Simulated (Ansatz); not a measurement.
MoOF₃, SMILES [F][Mo](=[O])([F])[F] (connectivity only; charge and spin as stated), neutral, multiplicity 2.

Geometry optimised at r2SCAN-D4/def2-SVP. The spin state was assumed, not searched. The isomer is the one that the SMILES or the coordinates give; other isomers of the formula were not compared. The def2 effective core potentials stand for the cores of Mo; spin–orbit coupling is left out.

Two levels are set side by side: PBE/def2-SVPD (Ansatz, an electronic-structure program) and PBE0/def2-SVPD (Ansatz). Energy differences of separate SCF runs at the same geometry; the states with an electron removed or added have multiplicity 1 and 3. Differences are taken from unrounded values.

```
quantity                          PBE
-------------------------------  ----
vertical ionisation energy (eV)  9.27
vertical electron affinity (eV)  1.13
```

Task: These are the PBE values. What does PBE0 give? (An estimate is asked for; the answer gives what the named calculation found.)

Result: 
| quantity | PBE0 | PBE minus PBE0 |
|---|---|---|
| vertical ionisation energy (eV) | 10.07 | -0.81 |
| vertical electron affinity (eV) | 1.65 | -0.52 |
